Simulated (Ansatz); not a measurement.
Reaction (ligand exchange at the Si–C bond): `[SiH3]CCCCl` + `O[Si](Cl)(Cl)Cl` → `[SiH3]O[Si](Cl)(Cl)Cl` + `CCCCl`

Isolated molecules relaxed with PBE0-D4/def2-TZVP in Ansatz; ΔE leaves out vibrations. CCSD(T)/CBS is the MP2 limit (def2-TZVPP, def2-QZVPP) plus CCSD(T) − MP2 in def2-TZVPP, frozen cores. DFT in def2-TZVPP. Each species was taken in one conformer, which may not be the lowest.

CCSD(T)/CBS gives -114.6 kJ/mol.

Question: Another level gave -98.8 kJ/mol. Which?
A. PBE-D4/def2-TZVPP
B. ωB97M-V/def2-TZVPP
C. PBE0/def2-TZVPP
D. HF/def2-TZVPP

Answer: A. PBE-D4 -98.8, PBE0 -104.3, ωB97M-V -111.8, HF/def2-TZVPP -138.2 kJ/mol.

Largest T1 diagnostic among the species: 0.010.

In def2-TZVPP, CCSD(T) changes the Hartree–Fock value by +23.9 kJ/mol (the triples alone add +3.4 kJ/mol) and MP2 by +22.6 kJ/mol. From PBE to PBE0 (25 % exact exchange), in def2-TZVPP and without D4, ΔE moves by −6.1 kJ/mol.

CCSD(T)/CBS has its own doubt, a few kJ/mol and more with outer-core shells, so smaller differences from it don't rank the levels.
